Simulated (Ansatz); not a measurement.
`C[SiH](C)C#N` + `[OH][W]([F])(=[S])=[S]` → `C[O][W]([F])(=[S])=[S]` + `C[SiH2]C#N`  (substitution at a C–Si bond)

Gas-phase electronic energies from Ansatz, PBE0-D4/def2-TZVP geometries. CBS: MP2 limit from def2 TZ/QZ plus the TZ coupled-cluster correction, frozen cores. DFT in def2-TZVPP. Elements past krypton have def2 core potentials. For W outer-core shells are correlated without core-valence functions, which leaves a few kJ/mol of doubt a bond. Each species was taken in one conformer, which may not be the lowest.

Q: Is it downhill or uphill in electronic energy at CCSD(T)/CBS, and by how much? (An estimate is asked.)

A: Computed: Uphill: ΔE = +88.7 kJ/mol.

Q: What do these levels give: LDA (SPW92), r2SCANh-D4, ωB97M-V, B2PLYP, PBE, r2SCAN, PBE0, r2SCANh, r2SCAN0, BHLYP, CCSD(T)/def2-SVP, CCSD/def2-TZVPP? (Best estimate.)

A: The calculation gave: LDA (SPW92) 86.2, r2SCANh-D4 89.4, ωB97M-V 90.7, B2PLYP 81.3, PBE 84.9, r2SCAN 88.6, PBE0 87.7, r2SCANh 89.5, r2SCAN0 90.5, BHLYP 80.3, CCSD(T)/def2-SVP 61.5, CCSD/def2-TZVPP 84.3 kJ/mol.

Largest T1 diagnostic among the species: 0.022, so the coupled-cluster value is less sure than usual.

Leaving LDA and LC-ωPBE aside and taking each functional with its dispersion term where it has one, the values, not all of them listed here, spread over 13.6 kJ/mol, from BLYP-D4 to ωB97M-V. At CCSD(T), def2-SVP lies −27.2 kJ/mol from the extrapolated value and def2-TZVPP −5.1 kJ/mol. In def2-TZVPP, CCSD(T) changes the Hartree–Fock value by +10.5 kJ/mol (the triples alone add −0.6 kJ/mol) and MP2 by +14.0 kJ/mol.
